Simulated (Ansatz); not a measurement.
`[H]/C=C/c1ccc(/C=C/c2ccc(/C=C/c3ccc(/C=C/c4ccccc4)cc3)cc2)cc1` with charge -1. Total charge -1; doublet. Geometry r2SCAN-D4/def2-SVP, that of the neutral singlet; atoms count from 1.

Cartesian coordinates in Å:
```
H -11.9411 -4.1140 -5.7079
C -10.9090 -4.0071 -5.3639
C -10.5206 -2.9188 -4.6756
C -9.1835 -2.6278 -4.1550
C -8.9704 -1.4365 -3.4283
C -7.7253 -1.1116 -2.9057
C -6.6167 -1.9683 -3.0835
C -5.2889 -1.6930 -2.5571
C -4.9121 -0.6147 -1.8216
C -3.5886 -0.3415 -1.2878
C -2.4739 -1.1955 -1.4754
C -1.2334 -0.8923 -0.9398
C -1.0240 0.2856 -0.1807
C 0.2541 0.6492 0.4064
C 1.4155 -0.0529 0.3306
C 2.6933 0.3089 0.9198
C 2.9005 1.4808 1.6885
C 4.1401 1.7805 2.2285
C 5.2553 0.9288 2.0361
C 6.5773 1.1955 2.5804
C 6.9430 2.2488 3.3538
C 8.2695 2.5152 3.8991
C 8.4547 3.6539 4.7126
C 9.7000 3.9577 5.2625
C 10.7977 3.1292 5.0126
C 10.6340 1.9951 4.2062
C 9.3912 1.6910 3.6570
C 5.0490 -0.2382 1.2697
C 3.8051 -0.5397 0.7285
C -2.1344 1.1379 0.0035
C -3.3790 0.8336 -0.5340
C -6.8314 -3.1591 -3.8162
C -8.0769 -3.4825 -4.3374
H -10.2217 -4.8228 -5.6106
H -11.2713 -2.1463 -4.4631
H -9.8134 -0.7544 -3.2748
H -7.6111 -0.1769 -2.3503
H -4.5383 -2.4565 -2.7936
H -5.6634 0.1483 -1.5859
H -2.5867 -2.1163 -2.0537
H -0.4034 -1.5828 -1.1107
H 0.2463 1.5934 0.9637
H 1.4232 -0.9972 -0.2265
H 2.0695 2.1689 1.8643
H 4.2519 2.6976 2.8130
H 7.3340 0.4452 2.3223
H 6.1853 2.9958 3.6185
H 7.5977 4.3060 4.9114
H 9.8147 4.8467 5.8897
H 11.7764 3.3635 5.4414
H 11.4884 1.3418 4.0039
H 9.2897 0.8021 3.0287
H 5.8912 -0.9174 1.1024
H 3.6781 -1.4537 0.1392
H -2.0055 2.0568 0.5846
H -4.2200 1.5155 -0.3718
H -5.9884 -3.8406 -3.9716
H -8.1946 -4.4148 -4.8963
```

Single mean-field runs in def2-TZVP are fitted with def2-universal-jkfit.

Estimate the Mulliken populations of the heavy atoms from the PBE0/def2-TZVP orbitals of Ansatz.


```json
{"atom": "C2", "charge (e)": "-0.29", "spin (α − β)": "0.11"}
{"atom": "C3", "charge (e)": "-0.21", "spin (α − β)": "-0.05"}
{"atom": "C4", "charge (e)": "0.26", "spin (α − β)": "0.09"}
{"atom": "C5", "charge (e)": "-0.19", "spin (α − β)": "-0.04"}
{"atom": "C6", "charge (e)": "-0.24", "spin (α − β)": "0.08"}
{"atom": "C7", "charge (e)": "0.30", "spin (α − β)": "-0.01"}
{"atom": "C8", "charge (e)": "-0.23", "spin (α − β)": "0.12"}
{"atom": "C9", "charge (e)": "-0.22", "spin (α − β)": "0.01"}
{"atom": "C10", "charge (e)": "0.30", "spin (α − β)": "0.08"}
{"atom": "C11", "charge (e)": "-0.23", "spin (α − β)": "0.00"}
{"atom": "C12", "charge (e)": "-0.23", "spin (α − β)": "0.03"}
{"atom": "C13", "charge (e)": "0.31", "spin (α − β)": "0.05"}
{"atom": "C14", "charge (e)": "-0.23", "spin (α − β)": "0.06"}
{"atom": "C15", "charge (e)": "-0.23", "spin (α − β)": "0.09"}
{"atom": "C16", "charge (e)": "0.31", "spin (α − β)": "0.03"}
{"atom": "C17", "charge (e)": "-0.23", "spin (α − β)": "0.04"}
{"atom": "C18", "charge (e)": "-0.22", "spin (α − β)": "-0.01"}
{"atom": "C19", "charge (e)": "0.29", "spin (α − β)": "0.09"}
{"atom": "C20", "charge (e)": "-0.21", "spin (α − β)": "-0.03"}
{"atom": "C21", "charge (e)": "-0.21", "spin (α − β)": "0.13"}
{"atom": "C22", "charge (e)": "0.29", "spin (α − β)": "-0.02"}
{"atom": "C23", "charge (e)": "-0.22", "spin (α − β)": "0.04"}
{"atom": "C24", "charge (e)": "-0.12", "spin (α − β)": "-0.03"}
{"atom": "C25", "charge (e)": "-0.14", "spin (α − β)": "0.07"}
{"atom": "C26", "charge (e)": "-0.12", "spin (α − β)": "-0.03"}
{"atom": "C27", "charge (e)": "-0.23", "spin (α − β)": "0.06"}
{"atom": "C28", "charge (e)": "-0.22", "spin (α − β)": "-0.01"}
{"atom": "C29", "charge (e)": "-0.22", "spin (α − β)": "0.05"}
{"atom": "C30", "charge (e)": "-0.22", "spin (α − β)": "0.03"}
{"atom": "C31", "charge (e)": "-0.22", "spin (α − β)": "0.01"}
{"atom": "C32", "charge (e)": "-0.20", "spin (α − β)": "0.04"}
{"atom": "C33", "charge (e)": "-0.23", "spin (α − β)": "-0.02"}
```
Mulliken values depend strongly on the basis.

Where does the spin sit?

Summed by element: H -0.06, C 1.06, of 1 unpaired in all. Largest on single atoms: C21 0.13, C8 0.12, C2 0.11.

And the Mayer bond orders between heavy atoms (over 0.3)?

C2–C3 1.86 (1.34 Å); C3–C4 1.05 (1.46 Å); C4–C5 1.27 (1.41 Å); C4–C33 1.27 (1.41 Å); C5–C6 1.50 (1.39 Å); C6–C7 1.28 (1.41 Å); C7–C8 1.09 (1.45 Å); C7–C32 1.26 (1.41 Å); C8–C9 1.63 (1.36 Å); C9–C10 1.13 (1.45 Å); C10–C11 1.24 (1.42 Å); C10–C31 1.24 (1.41 Å); C11–C12 1.55 (1.38 Å); C12–C13 1.24 (1.42 Å); C13–C14 1.13 (1.45 Å); C13–C30 1.24 (1.41 Å); C14–C15 1.61 (1.36 Å); C15–C16 1.13 (1.45 Å); C16–C17 1.24 (1.42 Å); C16–C29 1.25 (1.41 Å); C17–C18 1.55 (1.38 Å); C18–C19 1.24 (1.42 Å); C19–C20 1.12 (1.45 Å); C19–C28 1.25 (1.41 Å); C20–C21 1.67 (1.36 Å); C21–C22 1.06 (1.46 Å); C22–C23 1.32 (1.41 Å); C22–C27 1.32 (1.41 Å); C23–C24 1.46 (1.39 Å); C24–C25 1.40 (1.40 Å); C25–C26 1.39 (1.40 Å); C26–C27 1.48 (1.39 Å); C28–C29 1.49 (1.39 Å); C30–C31 1.50 (1.39 Å); C32–C33 1.51 (1.39 Å).
